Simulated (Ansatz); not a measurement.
GeI₄ (`[I][Ge]([I])([I])[I]`) at its PBE0-D4/def2-TZVP geometry, where that method's forces vanish. The species carries charge 0 and has multiplicity 1. I takes the def2 core potential.

| atom | x (Å) | y (Å) | z (Å) |
| --- | --- | --- | --- |
| I1 | -2.420 | 0.297 | -0.564 |
| Ge2 | 0.000 | 0.000 | 0.000 |
| I3 | 0.242 | -1.816 | 1.705 |
| I4 | 1.268 | -0.621 | -2.066 |
| I5 | 0.910 | 2.140 | 0.925 |

Problem. For each bond, give half the difference of the two atoms' forces along it (eV/Å; positive pushes the atoms apart) under PBE-D4, r2SCAN-D4, B3LYP-D4, ωB97M-V in def2-TZVPP. (Estimate.)

Solution. Computed: 
| bond | length (Å) | PBE-D4 | r2SCAN-D4 | B3LYP-D4 | ωB97M-V |
| --- | --- | --- | --- | --- | --- |
| I1–Ge2 | 2.502 | 0.16 | 0.06 | 0.17 | -0.07 |
| Ge2–I3 | 2.502 | 0.16 | 0.06 | 0.17 | -0.07 |
| Ge2–I4 | 2.502 | 0.16 | 0.06 | 0.17 | -0.07 |
| Ge2–I5 | 2.502 | 0.16 | 0.06 | 0.17 | -0.07 |

B3LYP here is the variant with VWN-RPA as its local correlation; programs differ in this.
